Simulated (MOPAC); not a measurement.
MOPAC input (PM7):

```
PM7 FORCE THERMO(298,298) PRECISE LET GEO-OK AUX(PRECISION=9) THREADS=1
C3H8O

C    -1.85445459 1   -0.19189343 1   -0.29680483 1
C    -0.55544815 1   -0.04058041 1    0.48722559 1
C     0.64020135 1    0.04956752 1   -0.46550286 1
O     1.76843897 1    0.18610519 1    0.38876138 1
H    -1.85342686 1   -1.09948500 1   -0.91121614 1
H    -2.02734273 1    0.66113746 1   -0.96290269 1
H    -2.71643816 1   -0.25722696 1    0.37817984 1
H    -0.58412251 1    0.86011465 1    1.13162754 1
H    -0.41120164 1   -0.89046413 1    1.18300097 1
H     0.58057149 1    0.93277589 1   -1.12429083 1
H     0.75815571 1   -0.86498254 1   -1.07151100 1
H     2.58682885 1    0.25155203 1   -0.13531354 1
```

Output:

```
 *******************************************************************************
 **                                                                           **
 **                              MOPAC v23.2.5                                **
 **                                                                           **
 *******************************************************************************
 ** MOPAC's Digital Object Identifier: https://doi.org/10.5281/zenodo.6511958 **
 **                                                                           **
 ** Please cite the open-source release paper for use of this MOPAC version:  **
 ** J. E. Moussa and J. J. P. Stewart (2026)                                  **
 ** MOPAC: An open-source semiempirical molecular orbital program             **
 ** J. Open Source Softw., 11(119), 8025, https://doi.org/10.21105/joss.08025 **
 *******************************************************************************

                              PM7 CALCULATION RESULTS

 *******************************************************************************
 *  PM7        - The PM7 Hamiltonian to be used
 *  GEO-OK     - OVERRIDE INTERATOMIC DISTANCE AND OTHER SAFETY CHECKS
 *  LET        - OVERRIDE SOME SAFETY CHECKS
 *  PRECISE    - TIGHTER CRITERIA TO BE USED
 *  FORCE      - FORCE CALCULATION SPECIFIED
 *  AUX        - OUTPUT AUXILIARY INFORMATION
 *  THERMO     - THERMODYNAMIC QUANTITIES TO BE CALCULATED
 *******************************************************************************
PM7 FORCE THERMO(298,298) PRECISE LET GEO-OK AUX(PRECISION=9) THREADS=1
 C3H8O

   ATOM   CHEMICAL          X               Y               Z
  NUMBER   SYMBOL      (ANGSTROMS)     (ANGSTROMS)     (ANGSTROMS)

     1       C         -1.85445459  *  -0.19189343  *  -0.29680483  *
     2       C         -0.55544815  *  -0.04058041  *   0.48722559  *
     3       C          0.64020135  *   0.04956752  *  -0.46550286  *
     4       O          1.76843897  *   0.18610519  *   0.38876138  *
     5       H         -1.85342686  *  -1.09948500  *  -0.91121614  *
     6       H         -2.02734273  *   0.66113746  *  -0.96290269  *
     7       H         -2.71643816  *  -0.25722696  *   0.37817984  *
     8       H         -0.58412251  *   0.86011465  *   1.13162754  *
     9       H         -0.41120164  *  -0.89046413  *   1.18300097  *
    10       H          0.58057149  *   0.93277589  *  -1.12429083  *
    11       H          0.75815571  *  -0.86498254  *  -1.07151100  *
    12       H          2.58682885  *   0.25155203  *  -0.13531354  *

          CARTESIAN COORDINATES

    NO.       ATOM           X           Y           Z

     1         C         -1.8545     -0.1919     -0.2968
     2         C         -0.5554     -0.0406      0.4872
     3         C          0.6402      0.0496     -0.4655
     4         O          1.7684      0.1861      0.3888
     5         H         -1.8534     -1.0995     -0.9112
     6         H         -2.0273      0.6611     -0.9629
     7         H         -2.7164     -0.2572      0.3782
     8         H         -0.5841      0.8601      1.1316
     9         H         -0.4112     -0.8905      1.1830
    10         H          0.5806      0.9328     -1.1243
    11         H          0.7582     -0.8650     -1.0715
    12         H          2.5868      0.2516     -0.1353

[...]
 FREQUENCY          2688.54         C  1 -- H  6         +29.6% ( 55.9%)     97.8%
 TRANSITION DIPOLE   0.8806         C  1 -- H  5         +29.6% ( 55.9%)     97.8%
 TRAVEL (Ang.)       0.3174         C  2 -- H  8         +17.5% ( 43.0%)     97.8%
 REDUCED MASS        0.2490         C  2 -- H  9         +17.5% ( 43.0%)     97.8%
 EFFECTIVE MASS      1.4780
 FORCE CONSTANT      1.0604

 VIBRATION         27   15A'          ATOM PAIR      ENERGY CONTRIBUTION    RADIAL
 FREQUENCY          2709.65         C  3 -- H 10         +47.1% ( 67.6%)     96.9%
 TRANSITION DIPOLE   0.0934         C  3 -- H 11         +47.1% ( 67.6%)     96.9%
 TRAVEL (Ang.)       0.2379         C  2 -- H  9          +2.0% ( 14.1%)     96.7%
 REDUCED MASS        0.4397         C  2 -- H  8          +2.0% ( 14.1%)     96.7%
 EFFECTIVE MASS      1.1987
 FORCE CONSTANT      1.9021

 VIBRATION         28   16A'          ATOM PAIR      ENERGY CONTRIBUTION    RADIAL
 FREQUENCY          2750.82         C  2 -- H  8         +45.7% ( 66.5%)     96.5%
 TRANSITION DIPOLE   0.5179         C  2 -- H  9         +45.7% ( 66.5%)     96.5%
 TRAVEL (Ang.)       0.2438         C  1 -- H  7          +3.0% ( 17.2%)     99.7%
 REDUCED MASS        0.4126         C  3 -- H 10          +2.0% ( 13.7%)     90.2%
 EFFECTIVE MASS      1.2432
 FORCE CONSTANT      1.8394

 VIBRATION         29   17A'          ATOM PAIR      ENERGY CONTRIBUTION    RADIAL
 FREQUENCY          2782.70         C  1 -- H  6         +32.6% ( 54.9%)     95.5%
 TRANSITION DIPOLE   0.4123         C  1 -- H  5         +32.6% ( 54.9%)     95.5%
 TRAVEL (Ang.)       0.2801         C  1 -- H  7         +31.6% ( 54.1%)     95.3%
 REDUCED MASS        0.3090         C  2 -- H  8          +1.4% ( 11.3%)     88.3%
 EFFECTIVE MASS      1.1483
 FORCE CONSTANT      1.4096

 VIBRATION         30   18A'          ATOM PAIR      ENERGY CONTRIBUTION    RADIAL
 FREQUENCY          2822.11         O  4 -- H 12         +98.9% ( 99.5%)     99.0%
 TRANSITION DIPOLE   1.0689         C  3 -- O  4          +0.4% (  6.0%)     16.6%
 TRAVEL (Ang.)       0.1600         C  3 -- H 11          +0.3% (  5.6%)     67.4%
 REDUCED MASS        0.9338         C  3 -- H 10          +0.3% (  5.6%)     67.4%
 EFFECTIVE MASS      1.3368
 FORCE CONSTANT      4.3817

      SYMMETRY NUMBER FOR POINT-GROUP Cs  =  1

          SYSTEM IS A GROUND STATE

 C3H8O

          MOLECULE IS NOT LINEAR

          THERE ARE 30 GENUINE VIBRATIONS IN THIS SYSTEM
          THIS THERMODYNAMICS CALCULATION IS LIMITED TO
          MOLECULES WHICH HAVE NO INTERNAL ROTATIONS

                    CALCULATED THERMODYNAMIC PROPERTIES
                                          *
   TEMP. (K)   PARTITION FUNCTION   H.O.F.    ENTHALPY  HEAT CAPACITY ENTROPY
                                   KCAL/MOL   CAL/MOLE    CAL/K/MOL  CAL/K/MOL

 298.00  VIB.     0.2318D+02                  1980.4451    12.8403    12.8921
         ROT.     0.4581D+05                   888.2803     2.9808    24.3080
         INT.     0.1062D+07                  2868.7254    15.8211    37.2001
         TRA.     0.4504D+27                  1480.4672     4.9680    38.1978
         TOT.                      -61.107    4349.1926    20.7891    75.3980

   *: NOTE: HEATS OF FORMATION ARE RELATIVE TO THE
            ELEMENTS IN THEIR STANDARD STATE AT 298K
              (=  Standard Enthalpy of Formation).

            Hvib:  Zero-point energy is not included.
                   frequencies of less than zero cm-1 are not included.
            Hrot = (3/2)RT
            Htra = (3/2)RT + pV = (5/2)RT

            Heat capacity is Cp, not Cv

          For more information, see: HTTP://OpenMOPAC.net/Manual/thermochemistry.html

           FORCE CONSTANT IN CARTESIAN COORDINATES (Millidynes/A)

    ATOM   CHEMICAL       X               Y               Z
   NUMBER   SYMBOL  FORCE CONSTANT  FORCE CONSTANT  FORCE CONSTANT

      1       C        7.015870        6.382103        6.364263
      2       C        7.542148        6.965070        6.464334
      3       C        7.361098        7.239981        6.374152
      4       O        6.754233        4.610872        0.443627
      5       H        1.290658        1.309195        2.843247
      6       H        1.290709        1.309239        2.843152
      7       H        1.259532        3.607029        0.564267
      8       H        1.237017        1.641101        2.739166
      9       H        1.237064        1.641148        2.739072
     10       H        1.072695        1.649229        2.826793
     11       H        1.072658        1.649181        2.826878
     12       H        1.947231        3.396266        0.015744

 **********************
 *                    *
 * JOB ENDED NORMALLY *
 *                    *
 **********************

 == MOPAC DONE ==
```
